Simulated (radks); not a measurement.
Results of a calculation; reference values are marked as such.
The silicon ion Si4+, 10 electrons, occupied as [Ne] (the NIST ground configuration).

Code: a radial shooting solver on a logarithmic mesh with Libxc functionals. Model: non-relativistic Kohn-Sham, r2SCAN, spin-polarised, spherical densities, point nucleus; meta-GGA in the generalised Kohn-Sham scheme.

Energy parts (hartree):
part                      energy
total                 -285.57684
kinetic                285.23534
electron-nucleus      -660.62511
Hartree                109.40736
exchange-correlation   -19.59443

Orbitals (lengths in bohr, moments of r in powers of bohr; <r^-3> diverges for s and p1/2; r(max) is where P^2 peaks; r(90%) holds 90 % of the orbital's charge):
| orbital | occ. | eigenvalue (hartree) | r(90%) | <r^-3> | r(max) |
|---|---|---|---|---|---|
| 1s | 2 | -67.88554 | 0.199 | - | 0.07299 |
| 2s | 2 | -7.18524 | 0.887 | - | 0.4544 |
| 2p | 6 | -5.52802 | 0.887 | 48.61 | 0.3876 |

The highest occupied level is 2p at -150.43 eV. The electron density at the nucleus is 1760 e/bohr^3.
